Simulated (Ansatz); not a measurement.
Reaction (redistribution): `CSB[SiH3]` + `CO[SiH2][S][GeH3]` → `CS[BH][GeH3]` + `CO[SiH2]S[SiH3]`

Program: Ansatz. Geometries: PBE0-D4/def2-TZVP. ΔE: electronic, gas phase. CCSD(T)/CBS adds triple-zeta CCSD(T) − MP2 to the extrapolated MP2 energy (def2 sets, frozen cores). Functionals use def2-TZVPP. B3LYP here is the variant with VWN-RPA as its local correlation; programs differ in this. For Ge outer-core shells are correlated without core-valence functions, which leaves a few kJ/mol of doubt a bond. Scalar relativity is left out up to krypton. Each species was taken in one conformer, which may not be the lowest.

`CSB[SiH3]`:

```xyz
11

C     1.991    0.302   -1.328
S     0.288   -0.280   -1.133
B    -0.193    0.099    0.502
Si   -2.048   -0.408    1.081
H     2.024    1.036   -2.133
H     2.626   -0.544   -1.592
H     2.337    0.751   -0.399
H     0.581    0.646    1.232
H    -2.796    0.806    1.517
H    -2.830   -1.075    0.005
H    -1.982   -1.332    2.250
```

`CO[SiH2][S][GeH3]`:

Z-matrix (Å, degrees):
```
C
O 1 1.410
H 1 1.091 2 108.2
H 1 1.095 2 111.1 3 -119.1
H 1 1.096 2 111.7 3 119.4
Si 2 1.642 1 123.2 3 -164.4
S 6 2.113 2 108.3 1 163.2
H 6 1.489 2 107.8 1 41.9
H 6 1.486 2 112.4 1 -79.1
Ge 7 2.232 6 96.4 2 -51.4
H 10 1.535 7 105.8 6 -155.0
H 10 1.533 7 110.0 6 85.5
H 10 1.537 7 109.0 6 -35.9
```

`CS[BH][GeH3]`:

Z-matrix (Å, degrees):
```
C
S 1 1.810
H 1 1.090 2 108.9
H 1 1.090 2 108.9 3 -118.9
H 1 1.088 2 109.9 3 120.6
B 2 1.745 1 106.7 3 -120.3
Ge 6 2.057 2 118.0 1 -180.0
H 6 1.195 2 120.0 1 0.0
H 7 1.539 6 113.1 2 -0.2
H 7 1.541 6 110.4 2 -121.2
H 7 1.541 6 110.4 2 120.8
```

`CO[SiH2]S[SiH3]`:

```xyz
13

C     1.584   -1.364    0.038
O     0.434   -1.751   -0.682
Si   -0.959   -0.899   -0.702
S    -0.694    1.091   -1.441
Si   -0.678    2.097    0.443
H     1.976   -0.411   -0.330
H     1.372   -1.269    1.109
H     2.344   -2.134   -0.100
H    -1.523   -0.784    0.671
H    -1.859   -1.626   -1.619
H    -0.303    3.504    0.159
H     0.319    1.491    1.363
H    -2.013    2.053    1.091
```

```csv
level,ΔE (kJ/mol),difference from CCSD(T)/CBS
PBE-D4,-22.2,4.8
r2SCAN-D4,-23.8,3.2
ωB97X-V,-22.2,4.8
B2PLYP,-22.7,4.3
B3LYP,-20.5,6.5
MP2/def2-TZVPP,-26.8,0.2
SCS-MP2/def2-TZVPP,-24.2,2.8
HF/def2-QZVPP,-17.5,9.5
MP2/def2-QZVPP,-28.9,-1.9
SCS-MP2/def2-QZVPP,-26.0,1.0
CCSD(T)/CBS,-27.0,0
```

Largest T1 diagnostic among the species: 0.015.

In def2-TZVPP, CCSD(T) changes the Hartree–Fock value by −5.8 kJ/mol (the triples alone add −0.4 kJ/mol) and MP2 by −9.3 kJ/mol.
